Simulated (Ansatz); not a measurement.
Consider the formal exchange of groups at the Al–N bond: `[NH2][Al]([NH2])[F]` + `OPS` → `[NH2][Al]([F])[PH]O` + `NS`.

Program: Ansatz. Geometries: PBE0-D4/def2-TZVP. ΔE: electronic, gas phase. CCSD(T)/CBS adds triple-zeta CCSD(T) − MP2 to the extrapolated MP2 energy (def2 sets, frozen cores). This one scheme is used for every species. DFT in def2-TZVPP. One conformer a species, not always the lowest.

`[NH2][Al]([NH2])[F]`:

Cartesian coordinates in Å:
```
N 0.349 1.290 0.837
Al 0.350 -0.356 0.219
N -0.711 -0.921 -1.064
F 1.409 -1.436 0.883
H 0.956 1.614 1.571
H -0.245 2.036 0.517
H -1.396 -0.364 -1.546
H -0.712 -1.863 -1.418
```

`OPS`:

Z-matrix (Å, degrees):
```
P
S 1 2.112
O 1 1.647 2 105.9
H 1 1.417 2 91.7 3 -95.0
H 2 1.343 1 94.9 3 -106.8
H 3 0.961 1 110.2 2 104.3
```

`[NH2][Al]([F])[PH]O`:

Z-matrix (Å, degrees):
```
N
Al 1 1.755
H 1 1.007 2 122.5
H 1 1.006 2 126.3 3 176.2
F 2 1.652 1 119.8 3 -177.2
P 2 2.334 1 121.0 3 6.8
O 6 1.677 2 96.2 1 -16.0
H 6 1.430 2 92.8 1 -116.7
H 7 0.960 6 109.0 2 154.8
```

`NS`:

Cartesian coordinates in Å:
```
N -0.553 -0.166 -0.037
S 0.982 0.563 0.067
H -1.127 0.082 0.756
H -1.017 0.088 -0.897
H 1.714 -0.567 0.111
```

CCSD(T)/CBS gives +2.08 eV.

(1) Another level gave +2.05 eV. Which?
A. BLYP/def2-TZVPP
B. revPBE/def2-TZVPP
C. PBE-QIDH/def2-TZVPP
D. SCS-MP2/def2-TZVPP

Largest T1 diagnostic among the species: 0.014.

## Answers

(1) C. PBE-QIDH 2.05, BLYP 1.96, SCS-MP2/def2-TZVPP 2.10, revPBE 1.88 eV.

From PBE to PBE0 (25 % exact exchange), in def2-TZVPP and without D4, ΔE moves by +0.05 eV. Leaving LDA and LC-ωPBE aside and taking each functional with its dispersion term where it has one, the values, not all of them listed here, spread over 0.18 eV, from revPBE-D4 to r2SCAN0-D4. LDA lies +0.06 eV from PBE without D4. At CCSD(T), def2-SVP lies −0.15 eV from the extrapolated value and def2-TZVPP −0.05 eV.
